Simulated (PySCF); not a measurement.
# How methods differ on the excitation energy of Os

Os [Xe] 4f14 5d6 6s2 (5D) → Os [Xe] 4f14 5d7 6s1 (5F), as a difference of total energies. All numbers are calculated (PySCF 2.14, scalar relativity through the core potential, in def2-TZVPPD with the def2 core potential (60 electrons) (6s5p3d2f1g, 59 functions)). Correlated levels: valence and next inner shell: nothing frozen outside the core potential. The calculations carry no spin-orbit coupling.

| method | excitation energy (eV) | error (eV) |
| --- | --- | --- |
| UHF | 0.621 | -0.177 |
| MP2 (valence and next inner shell) | 0.714 | -0.084 |
| SCS-MP2 (valence and next inner shell) | 0.766 | -0.032 |
| CCSD (valence and next inner shell) | 0.685 | -0.113 |
| CCSD(T) (valence and next inner shell) | 0.709 | -0.089 |

Reference: 0.798 eV (measured; NIST levels, between the centres of gravity of the two terms).

Errors of the correlated levels include the incompleteness of this basis.
